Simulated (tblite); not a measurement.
A tight-binding relaxation on `Clc1ccc2cccc3c2c1C=C3`.

Computed with GFN2-xTB geometry optimisation, gas phase (tblite 0.8.0). Start geometry: from a force field or distance geometry. The input is one job of a driver script: a line of settings, then coordinates in Å.

Input:
```
{"job": {"kind": "relax", "xc": "GFN2-xTB", "basis": "xTB"}, "charge": 0, "multiplicity": 1}
Cl     3.936200     0.724900    -0.101400
C      2.355600     0.023400    -0.128900
C      2.239400    -1.373900    -0.302000
C      0.959600    -1.979400    -0.334900
C     -0.202900    -1.211600    -0.152000
C     -1.548400    -1.638700    -0.153200
C     -2.583500    -0.698700     0.028500
C     -2.306300     0.671900     0.212700
C     -0.989400     1.079200     0.200200
C     -0.003400     0.158000     0.024700
C      1.216900     0.783100     0.043500
C      0.963300     2.205100     0.257200
C     -0.368700     2.387100     0.357900
H      3.122800    -1.985200    -0.438500
H      0.883100    -3.052900    -0.469700
H     -1.787600    -2.688200    -0.272000
H     -3.615200    -1.043200     0.040200
H     -3.123200     1.370500     0.348000
H      1.733600     2.965900     0.327200
H     -0.887100     3.313300     0.509400
```

Output:
```
step      E/eV     max force
  0    -919.54557    2.970
  1    -919.70207    1.345
  2    -919.72772    0.260
  3    -919.73319    0.214
  4    -919.73817    0.174
  5    -919.74151    0.151
  6    -919.74383    0.121
  7    -919.74622    0.112
  8    -919.74762    0.092
  9    -919.74832    0.070
 10    -919.74875    0.052
 11    -919.74915    0.051
 12    -919.74945    0.036
 13    -919.74961    0.031
 14    -919.74970    0.029
 15    -919.74977    0.025
 16    -919.74984    0.018
 17    -919.74989    0.015
 18    -919.74992    0.011
 19    -919.74994    0.009
```

«max force» is the largest atomic force in eV/Å.

Problem. From which step on does the largest force stay under 0.1 eV/Å, and how much energy is left to gain from there?

Solution. From step 8 (0.092 eV/Å), 2.3 meV above the end.

In short: energy lowered by 4.7 kcal/mol over 19 steps; largest atomic force 0.009 eV/Å at the end.

Problem. Give the final coordinates.

Solution. 0.031 Å rms from the input after alignment:
```
atom  x, y, z in Å
Cl1    3.9588    0.6691   -0.1127
C2     2.3628    0.0149   -0.1208
C3     2.2018   -1.3765   -0.3067
C4     0.9692   -1.9781   -0.3257
C5    -0.2042   -1.2037   -0.1572
C6    -1.5523   -1.6318   -0.1468
C7    -2.5623   -0.7166    0.0313
C8    -2.3277    0.6616    0.2105
C9    -1.0306    1.1120    0.2080
C10   -0.0031    0.1603    0.0222
C11    1.2542    0.8069    0.0475
C12    0.9758    2.2172    0.2592
C13   -0.3620    2.3965    0.3536
H14    3.0924   -1.9730   -0.4362
H15    0.8935   -3.0458   -0.4706
H16   -1.7832   -2.6789   -0.2790
H17   -3.5864   -1.0620    0.0360
H18   -3.1650    1.3310    0.3457
H19    1.7325    2.9769    0.3274
H20   -0.8693    3.3308    0.5113
```

On one thread, Arm Neoverse N1 (aarch64), shared host, this took 0.35 s.
Labels such as C1 count atoms from 1, the log's own numbers from 0.
